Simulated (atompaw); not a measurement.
## Pseudopotential generation for K (Z = 19): PAW (atompaw), PBE, scalar-relativistic.

atompaw 4.2.0.5 input, output lines left out:

```
K 19
GGA-PBE scalarrelativistic loggrid 1500 logderivrange -5 5 251
4 4 3 0 0 0
4 0 0
4 1 0
3 2 0
0 0 0
c
c
v
v
c
v
v
v
2
3.00 2.75 2.85 2.00
n
n
y
4.7
n
custom rrkj gramschmidtortho besselshape
3 0 troulliermartins
2.00
2.05
2.25
3.00
3.00
3.00
```

* Cutoffs needed: 15 Ry and 25 Ry (the cutoffs (Ry, on a coarse ladder) from which the occupation-weighted sum of valence levels, in a spherical-Bessel basis at the reference potential, stays within 10 and 1 mRy of its value at 400 Ry)
* Ghost test: no extra level below or beside the all-electron valence levels (s, p, d, f tested) (spherical-Bessel basis up to 400 Ry, 20 bohr box)
* Lowest eigenvalue of the overlap operator: 0.24 (s channel)
* Overlap eigenvalues printed by atompaw (projector basis): 0.369, 0.885, 3.2, 41.6, 331, 2.86e+03
* Share of each valence orbital outside the PAW sphere: 3s 0 %, 4s 77 %, 3p 2 %, 4p 90 %, 3d 42 %
